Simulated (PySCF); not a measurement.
**Two-component Hartree-Fock for Os(66+) (osmium, charge +66)**

Start: [Ne]. Calculated with PySCF 2.14 in an even-tempered Gaussian basis (16 s from 51 bohr⁻², ratio 2.4; 13 p from 66 bohr⁻², ratio 2.4; 5 d from 230 bohr⁻², ratio 2.6; 4 f from 350 bohr⁻², ratio 2.6): generalised Hartree-Fock with the X2C-1e Hamiltonian and a Gaussian nucleus; one run each with spin-orbit coupling (SO) switched off, then screened by Boettger's factors.

```json
{"spinor shell": "1s1/2", "electrons": "2", "ε, spin-free (eV)": "-80256.1", "ε, screened SO (eV)": "-80237.8", "weight of nominal j (screened SO)": "1.000", "rms radius, screened SO (bohr)": "0.0200"}
{"spinor shell": "2s1/2", "electrons": "2", "ε, spin-free (eV)": "-18668.3", "ε, screened SO (eV)": "-18663.7", "weight of nominal j (screened SO)": "1.000", "rms radius, screened SO (bohr)": "0.0795"}
{"spinor shell": "2p1/2", "electrons": "2", "ε, spin-free (eV)": "-17029.6", "ε, screened SO (eV)": "-18167.4", "weight of nominal j (screened SO)": "1.000", "rms radius, screened SO (bohr)": "0.0673"}
```

Q: Where does 2p3/2 lie, and what is the 2p spin-orbit splitting (screened SO)?

A: At -16578.0 eV, 1589.4 eV above 2p1/2.

```json
{"quantity": "E (hartree)", "spin-free": "-11726.88675", "screened SO": "-11744.89805"}
{"quantity": "M_J", "spin-free": "0", "screened SO": "0"}
{"quantity": "⟨J²⟩", "spin-free": "0.000", "screened SO": "0.000"}
{"quantity": "⟨L²⟩", "spin-free": "0.000", "screened SO": "0.038"}
{"quantity": "⟨S²⟩", "spin-free": "0.000", "screened SO": "0.038"}
```

Breit and QED terms are absent; they matter most for the inner s and p1/2 levels.

Densities and radii are taken from the X2C orbitals without a picture-change correction, which distorts them close to the nucleus.

Without spin-orbit coupling the j labels of p, d and f shells carry no meaning; the spin-free column gives the mean over the occupied spinors of each nl shell.
